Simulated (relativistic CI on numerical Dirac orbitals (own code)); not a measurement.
# Sensitivity of the levels of Hg39+ to α and to the nuclear radius

Calculated at this level of theory: Dirac-Coulomb-Breit CI, orbitals from a KLI potential per configuration, derivatives by finite differences, unscaled Slater integrals, QED left out (own radial code, finite nucleus).

CI space (outside the closed core [Ar] 3d10): 4s2 4p6 4d5, 4s2 4p6 4d4 4f, 4s2 4p4 4d7, 4s 4p6 4d6, 4p6 4d7, 4s2 4p6 4d4 5s, 4s2 4p6 4d3 5s2, 4p6 4d5 5s2. Levels of other configurations are missing.

With x = (α/α₀)² − 1 an excitation energy changes as ω = ω₀ + qx; K = 2q/ω₀ is the relative enhancement. Terms are leading LS components, so labels can repeat. The field-shift factor is F = δν/δ⟨r²⟩ for the transition from the lowest level.

Lowest level 4s2 4p6 4d5 4P_5/2.

```csv
Level,ω₀ (cm⁻¹),q (cm⁻¹),K,F (GHz/fm²)
4s2 4p6 4d5 6S_5/2,172131,217400,2.53,8.51
4s2 4p6 4d5 4G_7/2,217706,213000,1.96,8.4
4s2 4p6 4d5 4D_3/2,219903,215600,1.96,7.78
4s2 4p6 4d5 2H_11/2,229206,211900,1.85,9.24
4s2 4p6 4d5 2G_9/2,244249,216700,1.77,8.91
4s2 4p6 4d5 2D_5/2,253363,222500,1.76,8.51
4s2 4p6 4d5 4P_1/2,261500,233100,1.78,8.16
4s2 4p6 4d5 2F_7/2,271031,216600,1.6,8.03
4s2 4p6 4d5 2D_3/2,323848,237900,1.47,9.86
4s2 4p6 4d5 6S_5/2,383995,426200,2.22,15.9
4s2 4p6 4d5 4D_7/2,416919,433700,2.08,16.2
4s2 4p6 4d5 2I_11/2,425718,430800,2.02,17.3
4s2 4p6 4d5 4G_9/2,429666,430800,2.01,16.5
```

At this charge energies of transitions that change n are usually good to better than 1 %, and those within a shell (Δn = 0) to a few per cent. Terms inside the open d or f shell come out 10 to 20 % too wide with unscaled integrals.
